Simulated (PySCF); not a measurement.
SiCl2Br2, SMILES Cl[Si](Cl)(Br)Br. Atoms are numbered in the order given.

```xyz
5

Cl     0.0000    -1.6605     1.5922
Si     0.0000     0.0000     0.4059
Cl     0.0000     1.6605     1.5922
Br     1.7978     0.0000    -0.8545
Br    -1.7978     0.0000    -0.8545
```

Geometry optimised at PBE0-D3(BJ)/def2-SVP.

Calculation: PBE/def2-TZVP (PySCF).

The molecule is in vacuum.

Computed frontier levels, gap, dipole moment and polarisability:
```yaml
highest_occupied_level: -7.53 eV
lowest_empty_level: -2.25 eV
orbital_gap: 5.28 eV
dipole_moment: 0.19 D
quadrupole, principal values (traceless, Buckingham form, about the centre of nuclear charge): -0.89, -0.16, 1.06 D·Å
mean_static_polarisability: 86.6 bohr³ (12.84 Å³)
polarisability_principal_values: 80.9, 86.1, 92.9 bohr³
```
